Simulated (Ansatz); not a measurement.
```yaml
crystal:
  periodic: [false, false, false]
  atoms:
    - {symbol: Li, position_ang: [0.478182, -2.154225, -0.981793]}
    - {symbol: Li, position_ang: [0.443417, 1.122957, -1.486064]}
    - {symbol: Li, position_ang: [-0.762004, -0.330451, 0.759732]}
    - {symbol: Li, position_ang: [1.751606, 0.648249, 1.529625]}
    - {symbol: Li, position_ang: [1.714582, -2.472735, 1.897954]}
    - {symbol: Li, position_ang: [-2.119129, 1.565557, -0.670656]}
    - {symbol: Te, position_ang: [-1.442676, -0.698925, -1.869093]}
    - {symbol: Te, position_ang: [-0.063978, 2.319573, 0.820286]}
basis:
  gaussian: {orbitals: def2-mTZVPP, final_grid: {core_spheres: 8, valence_spheres: 7, degree: 23}, point_charges: [{charge: 0.50, position_ang: [5.855, -0.694, -0.967]}]}
hamiltonian: {xc: {name: B97M-V}}
scf: {lower_state_search: full}
output: {forces: true}
```

```sh
$ ansatz run in.yaml --threads 4 --pin off --events-out ev --progress --plain --max-ram 3916MiB
```

Shortened log:

```
Functional definition: B97M-V
1518 factors; their error is unknown
mean field evaluation 1: about -15819.0431 eV, gradient 3.4e1 eV
mean field evaluation 2: about -15722.8693 eV, gradient 1.2e2 eV
mean field evaluation 4: about -15823.5072 eV, gradient 1.7e1 eV
mean field evaluation 8: about -15825.1306 eV, gradient 2.6e-1 eV
mean field evaluation 16: about -15824.8855 eV, gradient 1.9e-2 eV
mean field evaluation 32: about -15811.7610 eV, gradient 2.6e1 eV
mean field -15824.88545696 eV, -581.5538140506 hartree, gradient 7.7e-5 eV, S^2 0.000000; 0 other end points of the search recorded, 0 dependent functions left out
reference -15824.88553559 eV, -581.5538169402 hartree; 33, 33 occupied and 105, 105 virtual orbitals, 1518 factors
Total energy: -15824.88553559 eV, -581.5538169402 hartree
Atom 0 at     0.478182    -2.154225    -0.981793 Å, force    -0.007062     0.028627     0.029043 eV/Å
Atom 1 at     0.443417     1.122957    -1.486064 Å, force    -0.092352    -0.046111     0.080021 eV/Å
Atom 2 at    -0.762004    -0.330451     0.759732 Å, force     0.007956     0.076520    -0.095307 eV/Å
Atom 3 at     1.751606     0.648249     1.529625 Å, force    -0.057350    -0.039821    -0.009904 eV/Å
Atom 4 at     1.714582    -2.472735     1.897954 Å, force    -0.000566     0.089753    -0.078541 eV/Å
Atom 5 at    -2.119129     1.565557    -0.670656 Å, force    -0.034958     0.018688    -0.012941 eV/Å
Atom 6 at    -1.442676    -0.698925    -1.869093 Å, force     0.079797    -0.092174     0.011486 eV/Å
Atom 7 at    -0.063978     2.319573     0.820286 Å, force     0.122021    -0.025861     0.063174 eV/Å
Dipole moment:     0.215376    -0.550895     0.353181 e Å
```

Hardware: 4 threads of INTEL XEON PLATINUM 8581C on a shared host. Wall time 3.3 s.

In the def2 sets Te takes a core potential; there is no spin–orbit coupling. The restricted singlet is unstable towards broken spin symmetry in Hartree–Fock (as tested in another run); at RKS B97M-V/def2-mTZVPP this wasn't settled.
